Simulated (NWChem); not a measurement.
# C$_{2}$HF$_{2}$O$_{2}$, doublet; SMILES O=C(O)[C](F)F

```xyz
7

O      1.1808    -1.3582     0.0236
C      0.1231    -0.7720     0.0499
O     -1.0819    -1.3588     0.1101
C      0.0179     0.6661     0.0500
F      1.0677     1.4163    -0.0828
F     -1.1104     1.3102    -0.0167
H     -0.9173    -2.3133     0.1301
```
Atoms are numbered in this order, from 1.

Results from NWChem. Spin-unrestricted. The geometry was optimised at PBE0/def2-SVP, spin-unrestricted. No stability test was run on the SCF state. Level: M06-2X/def2-SVP with SMD (1 M gas to 1 M solution), gas-phase geometry. Reactions with the solvent are ignored.

Question: Order these by “solvation free energy (kcal/mol)”, lowest first: chlorobenzene; 1,4-dioxane; acetonitrile; 2-propanol.

Answer: 2-propanol (-5.1), acetonitrile (-4.3), chlorobenzene (-3.4), 1,4-dioxane (-2.4)
